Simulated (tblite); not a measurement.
Parent: `[OH:1][CH2:2][CH2:3][CH:4]([SiH3:5])[SiH3:6]` with H–O1–C2–C3 -168°, O1–C2–C3–C4 68°, C2–C3–C4–Si5 -50°, C3H12OSi2.

Structures optimised with GFN2-xTB, isolated species. One conformer each, not checked by frequencies here.

```json
{"coordinate of the parent": "O1–C2", "value": "1.411 Å"}
{"coordinate of the parent": "C2–C3", "value": "1.522 Å"}
{"coordinate of the parent": "C3–C4", "value": "1.526 Å"}
{"coordinate of the parent": "C4–Si5", "value": "1.912 Å"}
{"coordinate of the parent": "C4–Si6", "value": "1.902 Å"}
{"coordinate of the parent": "O1–C2–C3", "value": "107.2°"}
{"coordinate of the parent": "C2–C3–C4", "value": "111.8°"}
{"coordinate of the parent": "C3–C4–Si5", "value": "112.8°"}
{"coordinate of the parent": "C3–C4–Si6", "value": "110.2°"}
{"coordinate of the parent": "Si5–C4–Si6", "value": "112.4°"}
```

**Question.** How does the shared frame change in `[OH:1][CH2:2][CH2:3][C@@H:4]([SiH3:5])[SiH2:6][CH2:7][SiH3:8]` with H–O1–C2–C3 -60°, O1–C2–C3–C4 58°, C2–C3–C4–Si5 53°, C3–C4–Si6–C7 169°, C4–Si6–C7–Si8 177°, C4H16OSi3? Atoms pair as O1 = O1, C2 = C2, C3 = C3, C4 = C4, Si5 = Si5, Si6 = Si6 (parent first).

**Answer.** 
```tsv
parent	relative	value in the relative	change
O1–C2	O1–C2	1.405 Å	-0.006
C2–C3	C2–C3	1.532 Å	+0.010
C3–C4	C3–C4	1.532 Å	+0.006
C4–Si5	C4–Si5	1.906 Å	-0.006
C4–Si6	C4–Si6	1.912 Å	+0.010
O1–C2–C3	O1–C2–C3	113.8°	+6.6
C2–C3–C4	C2–C3–C4	114.5°	+2.7
C3–C4–Si5	C3–C4–Si5	113.1°	+0.3
C3–C4–Si6	C3–C4–Si6	108.5°	-1.7
Si5–C4–Si6	Si5–C4–Si6	112.9°	+0.5
```

Of the parent's bonds, C2–C3 and C4–Si6 change most and about equally (+0.010 Å). Bonds of the relative outside the shared frame: Si6–C7 1.895, C7–Si8 1.896 Å. Point group C1 → C1.

These are computed values.
